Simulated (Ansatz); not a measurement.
`C[N](C)[AlH][SH]`, 13 atoms. The species carries charge 0 and has multiplicity 1. Hardware: A = 2 threads of an AMD EPYC 7R13 on a shared host and a share of an NVIDIA H100 80 GB; B = 2 threads of an AMD EPYC 7R13 on a shared host. Correlated methods freeze the cores.

**Question.** How many basis functions does each run have, and how long does it take in Ansatz? RKS PBE0-D4/def2-TZVPP energy [A]; RHF-CCSD(T)/def2-SVP energy [B]; RKS ωB97M-V/def2-TZVPP energy and forces [A]; RKS r2SCANh-D4/def2-TZVPP energy [A]; RHF-MP2/def2-QZVPP energy [A]; RHF-CCSD(T)/def2-TZVPP energy [A]; RKS PBE0-D4/def2-TZVP relaxation (11 steps) [A]; RKS revPBE-D4/def2-TZVPP energy [A]. (Best estimate.)

**Answer.** The calculation gave: Other jobs shared the machine, so times are rough.

| level | job | functions | wall time | peak host memory (GiB) |
| --- | --- | --- | --- | --- |
| RKS ωB97M-V/def2-TZVPP | energy and forces [A] | 289 | 4.9 s | 0.91 |
| RHF-CCSD(T)/def2-TZVPP | energy [A] | 289 | 7 s | 0.81 |
| RHF-MP2/def2-QZVPP | energy [A] | 551 | 11 s | 1.1 |
| RKS r2SCANh-D4/def2-TZVPP | energy [A] | 289 | 11 s | 0.86 |
| RKS revPBE-D4/def2-TZVPP | energy [A] | 289 | 12 s | 0.82 |
| RKS PBE0-D4/def2-TZVPP | energy [A] | 289 | 16 s | 0.83 |
| RHF-CCSD(T)/def2-SVP | energy [B] | 118 | 18 s | 0.63 |
| RKS PBE0-D4/def2-TZVP | relaxation (11 steps) [A] | 215 | 32 s | 0.87 |
